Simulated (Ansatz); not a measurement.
`O[SiH2]B(F)F` + H–F → `FB(F)F` + `O[SiH3]` at 298.15 K and 1 bar (cleavage of the B–Si bond).

Isolated molecules relaxed with PBE0-D4/def2-TZVP in Ansatz; ΔE leaves out vibrations. CCSD(T)/CBS adds triple-zeta CCSD(T) − MP2 to the extrapolated MP2 energy (def2 sets, frozen cores). This one scheme is used for every species. One conformer a species, not always the lowest.

```csv
species,CCSD(T)/CBS energy (Eh),H − E (kJ/mol),S (J/(mol·K))
`O[SiH2]B(F)F`,-590.59047,127.2,345.1
H–F,-100.39570,33.5,173.6
`FB(F)F`,-324.35731,44.6,254.6
`O[SiH3]`,-366.69042,113.6,257.8
```

H − E and S are ideal-gas, rigid-rotor, harmonic terms from PBE0-D4/def2-TZVP, for one conformer and one mirror image of each species. 1 Eh = 2625.50 kJ/mol, R = 8.31446 J/(mol·K).

Question: By hand: ΔE, ΔH, ΔS and ΔG.

Answer: ΔE = (-324.35731) + (-366.69042) − (-590.59047) − (-100.39570) = -0.06156 Eh = -161.6 kJ/mol. Δ(H − E) = 44.6 + 113.6 − 127.2 − 33.5 = -2.5, so ΔH = -164.1 kJ/mol. ΔS = 254.6 + 257.8 − 345.1 − 173.6 = -6.3 J/(mol·K). ΔG = -164.1 − 298.15 × (-6.3)/1000 = -162.2 kJ/mol.

Question: By hand: the equilibrium constant, and the temperature at which ΔG would vanish if ΔH and ΔS stayed fixed.

Answer: log₁₀ K = −ΔG/(RT ln 10) = 28.4. ΔG = 0 at ΔH/ΔS = 26048 K, far beyond where these terms or the molecules hold.

The number of gas molecules stays the same, so ΔS is small and ΔH decides. A doubt of 5 kJ/mol in ΔE shifts log₁₀ K by 0.9 here. Other conformers and mirror images would add mixing entropy, several J/(mol·K) or more a flexible species. Modes under 60 cm⁻¹, often nearly free rotors, make the harmonic entropy too high. These are equilibria of isolated gas molecules and say nothing of rates. Largest T1 diagnostic: 0.013 (customary marks: 0.02 for closed shells, 0.045 for open ones).
